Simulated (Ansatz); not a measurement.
Computed with Ansatz on PBE0-D4/def2-TZVP structures; ΔE is electronic, products minus reactants. CCSD(T)/CBS adds triple-zeta CCSD(T) − MP2 to the extrapolated MP2 energy (def2 sets, frozen cores). DFT in def2-TZVPP. For Ge outer-core shells are correlated without core-valence functions, which leaves a few kJ/mol of doubt a bond. Scalar relativity is left out up to krypton. Each species was taken in one conformer, which may not be the lowest.

Consider the formal exchange of groups at the Si–Ge bond: `[NH2][GeH2][SiH2]O` + `[SiH3]O[SiH3]` → `O[SiH2][SiH2]O[SiH3]` + `[NH2][GeH3]`.

Question: Is it downhill or uphill in electronic energy at CCSD(T)/CBS, and by how much? (Best estimate.)

Answer: Computed: Uphill: ΔE = +28.8 kJ/mol.

Question: What do these levels give: ωB97M-V, HF/def2-TZVPP, MP2/def2-TZVPP, SCS-MP2/def2-TZVPP, SCS-MP2/def2-QZVPP, HF/CBS(def2)? (Estimate.)

Answer: Ansatz gave: ωB97M-V 30.8, HF/def2-TZVPP 20.4, MP2/def2-TZVPP 32.6, SCS-MP2/def2-TZVPP 29.8, SCS-MP2/def2-QZVPP 29.2, HF/CBS(def2) 18.9 kJ/mol.

Largest T1 diagnostic among the species: 0.012.

In def2-TZVPP, CCSD(T) changes the Hartree–Fock value by +7.9 kJ/mol (the triples alone add +1.2 kJ/mol) and MP2 by +12.2 kJ/mol.
